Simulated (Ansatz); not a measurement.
A nudged elastic band was laid between two geometries of C2H7ClGe (11 atoms, charge 0, multiplicity 1).

The calculation used RKS PBE/def2-mTZVP in Ansatz.

```
movable images  : 7
climbing image  : yes
spring          : 5.0 eV/Å²
optimiser       : quadratic models (default)
start path      : through a guess of the saddle point
force threshold : 0.03 eV/Å
iteration limit : 60
end points      : relaxed
```

First end point:

```xyz
11
Properties=species:S:1:pos:R:3
C -0.630 1.296 0.161
C 0.512 0.391 -0.261
Cl 2.016 0.768 0.732
Ge 0.122 -1.554 -0.061
H -1.514 1.099 -0.468
H -0.361 2.356 0.046
H -0.915 1.129 1.209
H 0.808 0.595 -1.299
H 1.346 -2.386 -0.508
H -1.102 -1.910 -0.951
H -0.216 -1.841 1.421
```

Last end point:

```xyz
11
Properties=species:S:1:pos:R:3
C -0.651 1.292 0.121
C 0.462 0.377 -0.353
Cl 2.059 0.871 0.421
Ge 0.165 -1.551 0.059
H -0.428 2.344 -0.110
H -0.810 1.209 1.206
H -1.593 1.025 -0.384
H 0.630 0.494 -1.432
H 1.340 -2.392 -0.490
H -1.161 -2.008 -0.610
H 0.053 -1.716 1.594
```

Which bonds break or form, and what moves?

No bond is made or broken. The dihedral H6–C1–C2–Ge4 goes from 179 to 58°. The two ends are copies of one structure, up to a mirror image or an exchange of like atoms.

Give the energies along the band, and the barrier.

The run converged. The highest image is number 6 of 0 to 8, 15.9 kJ/mol above the ends, which have the same energy within 2 meV. The profile has 2 maxima (images 2, 6) with wells between them (image 4): this band takes more than one step, which may be the mechanism or a detour left from its start path. A vibrational analysis at the climbing image gives one clearly imaginary mode, 250i cm⁻¹: a first-order saddle point.

| image | path coordinate (Å) | energy (kJ/mol) | dihedral H6–C1–C2–Ge4 (°) |
| --- | --- | --- | --- |
| 0 | 0.00 | 0.0 | 179 |
| 1 | 0.86 | 7.7 | -152 |
| 2 | 1.72 | 15.9 | -122 |
| 3 | 2.58 | 7.6 | -92 |
| 4 | 3.44 | 0.0 | -62 |
| 5 | 4.30 | 7.6 | -32 |
| 6 | 5.16 | 15.9 | -1 |
| 7 | 6.04 | 7.5 | 29 |
| 8 | 6.92 | 0.0 | 58 |

What is the geometry of the highest image?


```xyz
11
Properties=species:S:1:pos:R:3:forces:R:3
C -0.655 1.296 0.158 0.00 0.01 -0.01
C 0.510 0.390 -0.268 -0.02 -0.01 0.00
Cl 2.042 0.764 0.687 0.01 0.00 0.01
Ge 0.144 -1.558 -0.056 0.00 0.00 0.00
H -0.359 1.955 0.984 0.00 -0.01 0.00
H -1.531 0.725 0.499 0.00 0.00 0.00
H -0.980 1.936 -0.675 0.00 -0.01 0.00
H 0.799 0.582 -1.308 0.00 0.00 0.00
H 1.348 -2.392 -0.553 0.00 0.00 0.00
H -1.119 -1.912 -0.888 0.00 0.00 0.00
H -0.134 -1.843 1.440 0.00 0.00 0.00
```

The band took 18 iterations and of the order of 10 core-minutes.

Time of the run: 5.2 min on 2 threads of Arm Neoverse V1, on a shared host, peak memory 0.17 GiB.
